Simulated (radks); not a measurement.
Results of a calculation; reference values are marked as such.
Problem. Species: Tm I. Configuration: [Xe] 4f10 5d2 6s2 6p1 (not the ground configuration). Level of theory: Dirac Kohn-Sham, BLYP, spin-unpolarised, spherical densities, finite nucleus; open shells fill j = l - 1/2 first; Fermi nuclear charge, rms radius 5.2256 fm (a radial shooting solver on a logarithmic mesh with Libxc functionals). Some entries of the table are withheld. Estimate them.

| orbital | occ. | eigenvalue (eV) | r(max) (bohr) | <r> (bohr) |
|---|---|---|---|---|
| 1s1/2 | 2 | -59234.21 | 0.01261 | 0.02001 |
| 2s1/2 | 2 | -10010.88 | 0.07208 | (1) |
| 2p1/2 | 2 | -9544.520 | 0.05402 | 0.07008 |
| 2p3/2 | 4 | -8564.245 | 0.06035 | 0.07747 |
| 3s1/2 | 2 | -2273.173 | 0.2035 | 0.2206 |
| 3p1/2 | 2 | -2067.635 | (2) | 0.2103 |
| 3p3/2 | 4 | -1860.761 | (3) | 0.2242 |
| 3d3/2 | 4 | -1509.370 | 0.1611 | 0.1974 |
| 3d5/2 | 6 | -1464.184 | 0.1648 | 0.2017 |
| 4s1/2 | 2 | -469.9381 | 0.4642 | 0.4960 |
| 4p1/2 | 2 | (4) | 0.4657 | 0.5039 |
| 4p3/2 | 4 | (5) | 0.4934 | 0.5350 |
| 4d3/2 | 4 | -203.2067 | 0.4942 | 0.5589 |
| 4d5/2 | 6 | -194.5053 | 0.5031 | 0.5696 |
| 5s1/2 | 2 | -68.2927 | 1.062 | 1.175 |
| 5p1/2 | 2 | -44.1836 | (6) | 1.299 |
| 5p3/2 | 4 | -37.2201 | (7) | 1.394 |
| 4f5/2 | 6 | -27.7856 | 0.4815 | 0.6869 |
| 4f7/2 | 4 | -26.3745 | 0.4862 | 0.6962 |
| 5d3/2 | 2 | -6.5441 | 1.594 | 2.088 |
| 6s1/2 | 2 | -6.2198 | 2.817 | 3.302 |
| 5d5/2 | 0 | -5.9653 | 1.636 | 2.157 |
| 6p1/2 | 1 | -2.3873 | 3.553 | 4.394 |
| 6p3/2 | 0 | -1.9182 | 3.875 | 4.813 |

Solution. 
(1) 2s1/2 <r> (bohr): 0.08431
(2) 3p1/2 r(max) (bohr): 0.1912
(3) 3p3/2 r(max) (bohr): 0.2044
(4) 4p1/2 eigenvalue (eV): -387.1139
(5) 4p3/2 eigenvalue (eV): -339.8194
(6) 5p1/2 r(max) (bohr): 1.144
(7) 5p3/2 r(max) (bohr): 1.221
